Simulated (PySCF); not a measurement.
Rows and methods have been separated. Pair them.

Norbornane, C7H12.
Numbering: `[CH2:1]1[CH2:2][C@@H:3]2[CH2:4][CH2:5][C@H:6]1[CH2:7]2` (hydrogens: H8, H9 on C1; H10, H11 on C2; H12 on C3; H13, H14 on C4; H15, H16 on C5; H17 on C6; H18, H19 on C7)

The closed-shell ground state was solved 3 times with PySCF (density fitting, gas phase), always in the pcSseg-2 basis (420 functions), with these functionals: B97-2, KT3 and wB97X-D. Isolated species at its PBE0-D3(BJ)/def2-TZVP geometry, gas phase.

| row | total energy (Eh) | HOMO (eV) | LUMO (eV) | dipole (D) |
| --- | --- | --- | --- | --- |
| P | -273.9677 | -7.85 | 0.54 | 0.09 |
| Q | -273.9780 | -9.96 | 2.17 | 0.09 |
| R | -278.5960 | -6.92 | -0.36 | 0.10 |

Problem. Which functional belongs to which row?

Solution. P = B97-2, Q = wB97X-D, R = KT3. By rising HOMO–LUMO gap: KT3 (GGA) 6.56 eV; B97-2 (global hybrid, 21 % exact exchange) 8.39 eV; wB97X-D (range-separated hybrid) 12.13 eV. Total energies of different functionals aren't bounds to one another; each is stationary for its own functional.

The pairwise dispersion term of wB97X-D wasn't added to the energies; at a given geometry it leaves orbitals and properties as they are.
